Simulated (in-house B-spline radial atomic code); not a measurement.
Spin-orbit splittings of orbital energies (j = l + 1/2 less j = l - 1/2) and ratios of mean radii (lower j over upper j) along the 5-electron series, configuration [He] 2s2 2p1. Computed with an all-electron radial atomic-structure program (B-spline basis): Dirac-Hartree-Fock, average of the configuration, finite nuclei.

```tsv
ion	Z	splitting of 2p (eV)	radius ratio of 2p
Ru39+	44	151.07	0.96585
Rh40+	45	?	?
Pd41+	46	183.06	0.96247
Ag42+	47	200.91	0.96071
Cd43+	48	?	?
In44+	49	240.64	0.95706
Sn45+	50	262.67	0.95517
```

Question: Fill in the row of Rh40+.

Answer: splitting of 2p (eV): 166.47; radius ratio of 2p: 0.96418.

Question: Fill in the row of Cd43+.

Answer: splitting of 2p (eV): 220.08; radius ratio of 2p: 0.95891.

Question: With what power of Z does the column «splitting of 2p (eV)» change over this range?

Answer: A fit of the logarithm of its size against log Z from Z = 44 to 50 has slope 4.33. An unscreened hydrogenic electron would give 4 at low Z; screening makes the apparent power larger near the neutral end, and relativity raises it again at high Z.
